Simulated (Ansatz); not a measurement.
C$_{3}$H$_{4}$Si, relaxed with RKS PBE0-D4/def2-TZVP in Ansatz 0.2.0 from a PBE-D4/def2-SVP geometry. The force threshold is 0.005 eV/Å; the program also tests the step.

Total charge 0; spin multiplicity 1. The bonds changed during the relaxation, so this is another structure than the one it started from.

Start:

```xyz
8

C     0.724    0.527   -0.609
C     0.827   -0.797   -0.816
Si   -0.563   -0.409    0.472
C     0.008    1.404    0.114
H     1.726   -1.426   -0.739
H    -1.961   -0.642   -0.001
H    -0.209   -0.938    1.823
H    -0.552    2.281   -0.244
```

Problem. By how much does the energy fall, and how many steps does the optimiser take? (Estimate.)

Solution. Computed: 4.97 kJ/mol, in 5 steps, 1 of them rejected.

Problem. Which bonds change most? (Best estimate.)

Solution. Computed: C1–Si3 from 1.923 to 1.898 Å; C2–Si3 from 1.935 to 1.911 Å; Si3–C4 from 1.934 to 1.911 Å; C1–C4 from 1.344 to 1.324 Å.

Problem. Give the relaxed structure. (An estimate is asked.)

Solution. Computed: 
```xyz
8

C     0.712    0.518   -0.598
C     0.817   -0.786   -0.804
Si   -0.557   -0.405    0.468
C     0.007    1.385    0.112
H     1.704   -1.399   -0.742
H    -1.936   -0.646   -0.002
H    -0.216   -0.920    1.808
H    -0.531    2.253   -0.242
```
